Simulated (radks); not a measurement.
The numbers below are computed, except where a source is named.
Question: All-electron atom: Sn II in [Kr] 4d8 5s2 5p3 (not the ground configuration). Level of theory: Dirac Kohn-Sham, BLYP, spin-unpolarised, spherical densities, point nucleus; open shells fill j = l - 1/2 first (a radial shooting solver on a logarithmic mesh with Libxc functionals).

Spin-orbit splittings of the eigenvalues, e(l+1/2) - e(l-1/2), with zeta = 2 splitting/(2l+1) and mean radii in bohr:

shell  occ.  splitting (eV)  zeta (eV)  <r> j=l-1/2  <r> j=l+1/2
2p        6           230.7      153.8       0.1058       0.1112
3p        6           42.15      28.10       0.3298       0.3411
3d       10           8.708      3.483       0.3124       0.3159
4p        6           7.852      5.235       0.8533       0.8812
4d        8               ?          ?        1.034        1.046
5p        3          0.8051     0.5367        2.524        2.619

Estimate the 4d splitting.

Answer: 1.158 eV (zeta = 0.4632 eV).
